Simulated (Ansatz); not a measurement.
CH₉BGeSi (`B[SiH2][CH2][GeH3]`), relaxed with RKS PBE0-D4/def2-TZVP in Ansatz from a PBE-D4/def2-SVP geometry. The force threshold is 0.005 eV/Å; the program also tests the step.

The species carries charge 0 and has multiplicity 1.

Start:

```xyz
13

B    -1.481    0.647   -2.274
Si   -0.436    0.807   -0.556
C     0.213   -0.817    0.179
Ge    1.224   -0.619    1.862
H    -1.911    1.651   -2.813
H    -1.716   -0.419   -2.813
H    -1.326    1.498    0.456
H     0.722    1.754   -0.794
H     0.868   -1.319   -0.564
H    -0.643   -1.499    0.366
H     0.324    0.037    2.944
H     2.464    0.285    1.629
H     1.701   -2.005    2.378
```

Q: By how much does the energy fall, and how many steps does the optimiser take? (Best estimate.)

A: Computed: 0.88 kcal/mol, in 7 steps, 1 of them rejected.

Q: Which bonds change most? (An estimate is asked.)

A: The calculation gave: Si2–C3 from 1.897 to 1.874 Å; B1–H6 from 1.218 to 1.197 Å; B1–H5 from 1.218 to 1.197 Å; Si2–H8 from 1.514 to 1.495 Å.

Q: Give the relaxed structure. (Best estimate.)

A: The calculation gave: 
```xyz
13

B    -1.473    0.647   -2.259
Si   -0.429    0.788   -0.547
C     0.210   -0.820    0.174
Ge    1.210   -0.606    1.844
H    -1.885    1.644   -2.777
H    -1.718   -0.391   -2.802
H    -1.309    1.463    0.456
H     0.722    1.713   -0.786
H     0.861   -1.314   -0.553
H    -0.630   -1.495    0.363
H     0.314    0.045    2.912
H     2.435    0.296    1.609
H     1.693   -1.972    2.367
```
